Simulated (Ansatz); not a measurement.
Total energies of Be₁₃O₁₃ from Ansatz at PBE0-D4/def2-TZVP, gas phase (1 Eh = 27.2114 eV = 2625.5 kJ/mol). The reference geometry is relaxed at PBE-D4/def2-SVP.

```xyz
26

O    -2.234   -2.034   -0.457
O     0.484   -2.179    0.151
O    -1.523   -2.051    2.165
O    -0.431    0.467    2.694
O     1.760    0.131    1.043
O     0.773   -1.666    2.878
O    -0.777   -0.842   -1.937
O    -2.037    0.191    0.516
O     1.789    2.212   -0.862
O     1.842   -0.471   -1.553
O     0.931    1.052   -3.206
O    -0.076    2.159    0.678
O    -0.569    3.127   -2.019
Be   -2.213   -1.384    0.968
Be    0.032   -2.357    1.659
Be   -0.716   -2.102   -0.878
Be    1.532   -0.969   -0.105
Be    1.018   -0.204    2.355
Be   -0.735   -1.029    3.048
Be   -1.010    1.089    1.334
Be    1.953    1.085   -1.883
Be    1.382    1.537    0.494
Be   -1.944   -0.481   -0.917
Be    0.052    2.233   -2.952
Be    0.542   -0.312   -2.471
Be    0.176    2.796   -0.742
```

| state | geometry | energy (Eh) |
| --- | --- | --- |
| charge 0 singlet | reference | -1170.65419 |
| charge 1 doublet | reference | -1170.29599 |
| charge -1 doublet | reference | -1170.66403 |
| free O atom (triplet) | – | -75.01860 |
| free Be atom (singlet) | – | -14.63549 |

Single mean-field runs in def2-TZVP are fitted with def2-universal-jkfit.

Task: Work out the vertical ionisation energy to the doublet.

Result: E(charge 1 doublet) − E(charge 0 singlet) = -1170.29599 − (-1170.65419) = 0.35820 Eh = 9.75 eV. For comparison, −ε of the highest occupied level is 8.13 eV at this level, 1.62 eV less.

Task: Work out the vertical electron affinity, to the doublet.

Result: E(charge 0 singlet) − E(charge -1 doublet) = -1170.65419 − (-1170.66403) = 0.00984 Eh = 0.27 eV. The basis lacks diffuse functions, which makes affinities too small.

Task: Give the fundamental gap IE − EA, the Mulliken electronegativity (IE + EA)/2 and the hardness (IE − EA)/2.

Result: From the values in Eh: IE − EA = 0.35820 − 0.00984 = 0.34836 Eh = 9.48 eV; (IE + EA)/2 = 5.01 eV; (IE − EA)/2 = 4.74 eV. The HOMO–LUMO gap of the same run is 6.91 eV, 2.57 eV smaller than the fundamental gap.

Task: What is the binding energy per atom against free atoms?

Result: Atoms: 13 × (-75.01860) + 13 × (-14.63549) = -1165.50317 Eh. Binding: -1165.50317 − (-1170.65419) = 5.15102 Eh = 140.17 eV, or 5.39 eV for each of 26 atoms (no zero-point energy, no counterpoise term).

At PBE0-D4/def2-TZVP the highest occupied level of the charge -1 doublet lies above zero (up to 0.78 eV). By energy differences its removal costs 0.27 eV (vertical, to the charge 0 singlet, at PBE0-D4/def2-TZVP); self-interaction error and the lack of diffuse functions both raise the level.
